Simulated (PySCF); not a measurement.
Rigid-rotor lines calculated for a species of formula C3H8BNO (commonest isotopes; PySCF 2.14.0, PBE0-D3(BJ)/def2-SVP geometry optimisation, gas phase), labelled J(Ka,Kc):

| transition | MHz |
| --- | --- |
| 1(1,1) ← 0(0,0) | 9445.3 |
| 2(1,2) ← 1(1,1) | 7441.9 |
| 1(0,1) ← 0(0,0) | 3886.2 |
| 2(0,2) ← 1(0,1) | 7758.1 |
| 2(1,1) ← 1(1,0) | 8103.0 |

Find the rotational constants.

1(0,1) ← 0(0,0) is B + C, 2(1,1) ← 1(1,0) is 3B + C and 2(1,2) ← 1(1,1) is B + 3C, so B − C is half the difference of the last two, 330.6 MHz. 1(1,1) ← 0(0,0) is A + C. A = 7667.5, B = 2108.4, C = 1777.8 MHz.

What moments of inertia, asymmetry and inertial defect follow?

I = 505379 MHz·u·Å² over each constant: Ia = 65.91, Ib = 239.70, Ic = 284.27 u·Å²; κ = (2B − A − C)/(A − C) = -0.888 (asymmetric top); Δ = Ic − Ia − Ib = -21.35 u·Å².

Which dipole components do these lines need?

μa and μb (a-type: ΔKa even, ΔKc odd; b-type: both odd). The calculation gives |μa| = 7.19 D, |μb| = 1.63 D, |μc| = 0.02 D.

Predict further lines from these constants: 1(1,0) ← 1(0,1); 2(2,0) ← 2(1,1); 2(1,2) ← 1(0,1); 2(0,2) ← 1(1,1); 2(2,0) ← 1(1,1); 2(2,1) ← 2(1,2); 2(2,1) ← 1(1,0); 2(1,1) ← 2(1,2); 1(1,0) ← 1(1,1); 2(1,1) ← 2(0,2).

```tsv
transition	MHz	type	branch
1(1,0) ← 1(1,1)	331	a	Q
2(1,1) ← 2(1,2)	992	a	Q
2(0,2) ← 1(1,1)	2199	b	R
1(1,0) ← 1(0,1)	5890	b	Q
2(1,1) ← 2(0,2)	6234	b	Q
2(1,2) ← 1(0,1)	13001	b	R
2(2,0) ← 2(1,1)	16692	b	Q
2(2,1) ← 2(1,2)	17669	b	Q
2(2,1) ← 1(1,0)	24780	b	R
2(2,0) ← 1(1,1)	25125	b	R
```

Which structure gave them?

`C[O+](C)[BH2-]C#N`, point group C1. Three constants can't fix a structure by themselves; this is the one that was computed:
```
atom  x, y, z in Å
C1    -1.125   -0.678   -0.201
O2    -0.005    0.192   -0.337
C3    -0.224    1.505    0.184
B4     1.405   -0.497    0.054
C5     2.503    0.508   -0.444
N6     3.291    1.280   -0.803
H7    -0.882   -1.598   -0.745
H8    -2.003   -0.190   -0.645
H9    -1.302   -0.905    0.862
H10    0.672    2.092   -0.046
H11   -0.378    1.455    1.273
H12   -1.103    1.935   -0.316
H13    1.404   -1.547   -0.555
H14    1.385   -0.618    1.269
```

The values belong to one conformer (point group C1) with, in the numbering `[CH3:1][O+:2]([CH3:3])[BH2-:4][C:5]#[N:6]`, C1–O2–B4–C5 169°. No PBE0-D3(BJ)/def2-SVP frequencies stand behind this structure, so it isn't proved a minimum. Constants of a rigid frame at the computed geometry: no zero-point averaging, no centrifugal distortion. A rigid rotor knows nothing of internal rotation, which can split or shift real lines. Quadrupole hyperfine structure (11B, 14N) is left out.

The run took 39 s of wall time on one thread of an Arm Neoverse V1 (shared host), and the process peaked at 0.49 GiB of memory. These figures are those of the optimisation.
